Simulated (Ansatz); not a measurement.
H$_{3}$P$_{2}$ (SMILES [PH]P), doublet, at a GFN2-xTB geometry, with bond 5-2 at 1.4 times its length; CASSCF(5,4)/def2-SVP run with Ansatz (a first-principles code).

Input for Ansatz:
Ansatz 0.2 input:
```yaml
crystal:
  periodic: [false, false, false]
  atoms:
    - {symbol: P, position_ang: [0.91366207, -0.42337805, 0.45412938]}
    - {symbol: P, position_ang: [-0.84073952, 0.32407185, -0.48507263]}
    - {symbol: H, position_ang: [1.70996428, 0.58680454, -0.09779636]}
    - {symbol: H, position_ang: [-1.07750019, 1.40740959, 0.36308454]}
    - {symbol: H, position_ang: [-2.08052762, -0.83609831, 0.47243381]}
basis:
  gaussian:
    orbitals: def2-SVP
hamiltonian:
  xc: hf
correlation: {active_space: {window: {electrons: 5, orbitals: 4}}}
magnetization: {spin_polarized: false, initial_magnetization: 1}
```

Write the output that Ansatz gives for this input, abridged.


```
Functional definition: HF
478 factors; integrals over basis functions are off by at most 1.1e-3 eV
mean field evaluation 1: about -18582.0809 eV, gradient 1.1e1 eV
mean field evaluation 2: about -18582.0866 eV, gradient 1.1e1 eV
mean field evaluation 4: about -18583.0384 eV, gradient 1.7e0 eV
mean field evaluation 8: about -18583.0654 eV, gradient 1.1e-3 eV
mean field -18583.06544322 eV, -682.9150589841 hartree, gradient 1.9e-6 eV, S^2 0.750000; 0 other end points of the search recorded, 0 dependent functions left out
reference -18583.06544322 eV, -682.9150589841 hartree; 17, 16 occupied and 34, 35 virtual orbitals, 478 factors
state -18583.89810476 eV, -682.9456587313 hartree
Total energy: -18583.89810476 eV, -682.9456587313 hartree
```
